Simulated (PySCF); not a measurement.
Ti(Me)2(H)2 (C2H8Ti), SMILES [CH3][TiH2][CH3], multiplicity 1.

The structure is a stationary point at B3LYP-D3(BJ)/def2-SVP. The multiplicity is an assumed one; no other spin state was optimised. The structure was generated by enumeration; whether it is a known compound was not checked.

Two levels are set side by side: TDA-PBE/def2-SVPD (PySCF) and TDA-PBE0/def2-SVPD (PySCF). Vertical, same geometry. The lowest singlet is HOMO→LUMO 88 % with PBE and HOMO→LUMO 82 %, HOMO−2→LUMO+1 13 % with the other functional; states are paired by order. Differences are taken from unrounded values.

| quantity | TDA-PBE0 | TDA-PBE | TDA-PBE minus TDA-PBE0 |
|---|---|---|---|
| lowest singlet excitation (eV) | 3.59 | 3.32 | -0.27 |
| lowest triplet excitation (TDA) (eV) | 3.24 | 2.99 | -0.25 |

A lower first singlet is the usual sign of a functional without exact exchange. Differences between two approximate levels are no errors against the true value.

Rough cost on one machine, each run with all the roots and properties that it gave: TDA-PBE0 against TDA-PBE about 2 times.
